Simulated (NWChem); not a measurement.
# CdHSeF; SMILES [Cd]([SeH])[F]

```xyz
4

Cd    -0.0102     0.7370    -0.0013
F     -0.0042     2.6719     0.0040
Se    -0.0270    -1.6967     0.0007
H      1.4462    -1.7376     0.0003
```
Atoms are numbered in this order, from 1.

Results from NWChem. Geometry: optimised at PBE0/def2-SVP. Not confirmed as a minimum by frequencies. def2 effective core potentials on Cd; no spin-orbit coupling. Ions are spin-unrestricted doublets at the neutral geometry; other ion states weren't tried.

**Question.** Estimate the computed values for PBE0/def2-SVP. Quantities: vertical ionisation energy, ΔSCF (eV); −ε(HOMO) (eV).

**Answer.** 
```
Property                               Value
-------------------------------------  -----
vertical ionisation energy, ΔSCF (eV)   9.52
−ε(HOMO) (eV)                           7.16
```
